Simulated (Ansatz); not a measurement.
`[OH][Ta]([OH])([OH])([F])[F]` + `F[SiH]1CN1` → `[OH][Ta]([OH])([F])([F])[F]` + `O[SiH]1CN1`  (redistribution)

Computed with Ansatz on PBE0-D4/def2-TZVP structures; ΔE is electronic, products minus reactants. CBS: MP2 limit from def2 TZ/QZ plus the TZ coupled-cluster correction, frozen cores. DFT in def2-TZVPP. def2 core potentials past Kr. For Ta outer-core shells are correlated without core-valence functions, which leaves a few kJ/mol of doubt a bond. Each species was taken in one conformer, which may not be the lowest.

| species | PBE-D4 energy (Eh) |
| --- | --- |
| `[OH][Ta]([OH])([OH])([F])[F]` | -484.32603 |
| `F[SiH]1CN1` | -484.36467 |
| `[OH][Ta]([OH])([F])([F])[F]` | -508.35235 |
| `O[SiH]1CN1` | -460.33984 |

Q: Work out ΔE.

A: ΔE = (-508.35235) + (-460.33984) − (-484.32603) − (-484.36467) = -0.00149 Eh = -3.9 kJ/mol. CCSD(T)/CBS gives +4.3 kJ/mol.

Largest T1 diagnostic among the species: 0.018.
